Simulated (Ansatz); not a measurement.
Reaction (ligand exchange at the In–N bond): `O=C=[N][In]([Cl])[Cl]` + CH₃OH → `C[O][In]([Cl])[Cl]` + `N=C=O`

Calculated with Ansatz (gas phase, PBE0-D4/def2-TZVP geometries, no zero-point term in ΔE). CCSD(T)/CBS is the MP2 limit (def2-TZVPP, def2-QZVPP) plus CCSD(T) − MP2 in def2-TZVPP, frozen cores. This one scheme is used for every species. Functionals use def2-TZVPP. B3LYP here is the variant with VWN-RPA as its local correlation; programs differ in this. HSE06 is defined as in plane-wave codes. Elements past krypton have def2 core potentials. For In outer-core shells are correlated without core-valence functions, which leaves a few kJ/mol of doubt a bond. Each species was taken in one conformer, which may not be the lowest.

| level | ΔE (kcal/mol) | difference from CCSD(T)/CBS |
| --- | --- | --- |
| LDA (SPW92) | 4.7 | -3.6 |
| PBE-D4 | 5.4 | -2.9 |
| revPBE-D4 | 5.8 | -2.5 |
| BLYP-D4 | 4.7 | -3.6 |
| r2SCAN-D4 | 6.3 | -2.0 |
| PBE0-D4 | 8.2 | -0.1 |
| B3LYP-D4 | 6.9 | -1.4 |
| r2SCANh-D4 | 7.3 | -1.0 |
| r2SCAN0-D4 | 8.6 | 0.3 |
| HSE06-D4 | 8.2 | -0.1 |
| BHLYP-D4 | 9.6 | 1.3 |
| CAM-B3LYP-D4 | 7.6 | -0.7 |
| ωB97X-V | 8.1 | -0.2 |
| ωB97M-V | 8.2 | -0.1 |
| B2PLYP | 7.6 | -0.7 |
| PBE-QIDH | 9.6 | 1.3 |
| PBE | 5.5 | -2.8 |
| BLYP | 4.8 | -3.5 |
| PBE0 | 8.3 | 0.0 |
| B3LYP | 7.0 | -1.3 |
| r2SCANh | 7.3 | -1.0 |
| r2SCAN0 | 8.6 | 0.3 |
| HSE06 | 8.3 | 0.0 |
| BHLYP | 9.6 | 1.3 |
| CAM-B3LYP | 7.6 | -0.7 |
| LC-ωPBE | 8.4 | 0.1 |
| RPA@PBE/def2-TZVPP | 8.1 | -0.2 |
| HF/def2-SVP | 12.7 | 4.4 |
| MP2/def2-SVP | 8.5 | 0.2 |
| CCSD(T)/def2-SVP | 8.3 | 0.0 |
| HF/def2-TZVPP | 13.0 | 4.7 |
| MP2/def2-TZVPP | 9.2 | 0.9 |
| SCS-MP2/def2-TZVPP | 9.3 | 1.0 |
| CCSD/def2-TZVPP | 9.6 | 1.3 |
| CCSD(T)/def2-TZVPP | 8.9 | 0.6 |
| HF/def2-QZVPP | 12.9 | 4.6 |
| SCS-MP2/def2-QZVPP | 9.0 | 0.7 |
| HF/CBS(def2) | 12.9 | 4.6 |
| MP2/CBS(def2) | 8.7 | 0.4 |
| CCSD/CBS(def2) | 9.1 | 0.8 |
| CCSD(T)/CBS | 8.3 | 0 |

Largest T1 diagnostic among the species: 0.018.

Leaving LDA and LC-ωPBE aside and taking each functional with its dispersion term where it has one, the values spread over 4.9 kcal/mol, from BLYP-D4 to PBE-QIDH. LDA lies −0.7 kcal/mol from PBE without D4. From PBE to PBE0 (25 % exact exchange), in def2-TZVPP and without D4, ΔE moves by +2.8 kcal/mol.
